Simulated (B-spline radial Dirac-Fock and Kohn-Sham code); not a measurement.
**X-ray form factors of molybdenum in several charge states**

The computed values come from a radial finite-basis atomic code: Dirac-Fock densities.

Configurations: Mo¹¹⁺ [Ar] 3d10 4s2 4p1; Mo¹³⁺ [Ar] 3d10 4s1; Mo¹⁴⁺ [Ar] 3d10. The first column is f₀ of Mo¹¹⁺, the others are differences from it.

```
s (Å⁻¹)   Mo¹¹⁺  Δ Mo¹³⁺  Δ Mo¹⁴⁺
      0  31.000   -2.000   -3.000
    0.1  30.472   -1.825   -2.749
    0.2  29.011   -1.375   -2.096
    0.3  26.927   -0.821   -1.282
    0.4  24.568   -0.337   -0.556
    0.5  22.200   -0.022   -0.066
    0.7  17.913   +0.134   +0.208
    0.9  14.348   +0.026   +0.054
    1.1  11.480   -0.048   -0.069
    1.4   8.484   -0.039   -0.064
```
